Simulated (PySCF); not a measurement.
Parent: `[CH3:1][PH:2][C:3]([CH3:4])=[O:5]` with C1–P2–C3–C4 48°, C3H7OP.

The calculation used PBE0-D3(BJ)/def2-SVP geometry optimisation, gas phase in PySCF 2.14.0. One conformer each, not checked by frequencies here.

| coordinate of the parent | value |
| --- | --- |
| C1–P2 | 1.856 Å |
| P2–C3 | 1.879 Å |
| C3–C4 | 1.508 Å |
| C3=O5 | 1.205 Å |
| C1–P2–C3 | 102.0° |
| P2–C3–C4 | 116.7° |
| P2–C3–O5 | 120.4° |
| C4–C3–O5 | 122.7° |

**Question.** How does the shared frame change in `[CH3:1][C:2](=[O:3])[P:4]([CH3:5])[CH2:6][OH:7]` with C1–C2–P4–C5 -76°, C2–P4–C6–O7 51°, P4–C6–O7–H -65°, C4H9O2P? Atoms pair as C1 = C5, P2 = P4, C3 = C2, C4 = C1, O5 = O3 (parent first).

**Answer.** 
```
  parent  relative  value in the relative  change
   C1–P2     C5–P4                1.854 Å  -0.002
   P2–C3     P4–C2                1.879 Å   0.000
   C3–C4     C2–C1                1.504 Å  -0.004
   C3=O5     C2=O3                1.214 Å  +0.009
C1–P2–C3  C5–P4–C2                  98.2°    -3.8
P2–C3–C4  P4–C2–C1                 116.6°    -0.1
P2–C3–O5  P4–C2–O3                 121.6°    +1.2
C4–C3–O5  C1–C2–O3                 121.6°    -1.1
```

Of the parent's bonds, C3–O5 changes most (+0.009 Å). Bonds of the relative outside the shared frame: P4–C6 1.873, C6–O7 1.390 Å. Point group C1 → C1.
